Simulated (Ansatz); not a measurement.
CH$_{3}$FO$_{2}$Si (`O=CO[SiH2]F`), one more setting.

```yaml
crystal:
  periodic: [false, false, false]
  atoms:
    - {symbol: O, position_ang: [-0.228718, 0.185062, 1.802405]}
    - {symbol: C, position_ang: [-0.587375, 0.877121, 0.963013]}
    - {symbol: O, position_ang: [-0.387541, 0.666682, -0.290934]}
    - {symbol: Si, position_ang: [0.464820, -0.600715, -0.791236]}
    - {symbol: F, position_ang: [-0.337362, -1.874187, -0.560161]}
    - {symbol: H, position_ang: [-1.125245, 1.772300, 1.111404]}
    - {symbol: H, position_ang: [1.697136, -0.684707, -0.103437]}
    - {symbol: H, position_ang: [0.592605, -0.396372, -2.184622]}
basis:
  gaussian: {orbitals: aug-cc-pVDZ}
total_charge: -1
magnetization: {spin_polarized: true, initial_magnetization: 1}
hamiltonian: {xc: {name: SVWN5}}
output: {forces: true}
```

```sh
$ ansatz run in.yaml --threads 2 --pin off --events-out ev --progress --plain --max-ram 4352MiB
```

It prints (some lines left out):

```
Functional definition: SVWN5
1271 factors; their error is unknown
mean field evaluation 1: about -15682.2610 eV, gradient 3.5e1 eV
mean field evaluation 2: about -15560.3033 eV, gradient 1.4e2 eV
mean field evaluation 4: about -15686.3817 eV, gradient 2.5e1 eV
mean field evaluation 8: about -15688.8917 eV, gradient 1.8e0 eV
mean field evaluation 16: about -15688.8596 eV, gradient 3.6e-3 eV
mean field -15688.85960902 eV, -576.5549563404 hartree, gradient 4.1e-6 eV, S^2 0.750154; 10 other end points of the search recorded, 0 dependent functions left out
reference -15688.85964126 eV, -576.5549575255 hartree; 25, 24 occupied and 121, 122 virtual orbitals, 1271 factors
Total energy: -15688.85964126 eV, -576.5549575255 hartree
Atom 0 at    -0.228718     0.185062     1.802405 Å, force     2.535408    -4.866390     5.910591 eV/Å
Atom 1 at    -0.587375     0.877121     0.963013 Å, force    -1.962038     3.567397    -2.736653 eV/Å
Atom 2 at    -0.387541     0.666682    -0.290934 Å, force    -1.337091     2.039579    -2.279911 eV/Å
Atom 3 at     0.464820    -0.600715    -0.791236 Å, force     2.833940     1.182704    -1.271804 eV/Å
Atom 4 at    -0.337362    -1.874187    -0.560161 Å, force    -2.675810    -4.180510     0.833076 eV/Å
Atom 5 at    -1.125245     1.772300     1.111404 Å, force    -1.254426     2.110085     0.412192 eV/Å
Atom 6 at     1.697136    -0.684707    -0.103437 Å, force     1.639862    -0.148491     0.898250 eV/Å
Atom 7 at     0.592605    -0.396372    -2.184622 Å, force     0.220156     0.295627    -1.765740 eV/Å
Dipole moment:     0.237775    -0.177988     0.271692 e Å
```

It took 9.5 s on 2 threads of an Arm Neoverse V2 on a shared host, with 0.41 GiB of host memory at the peak.
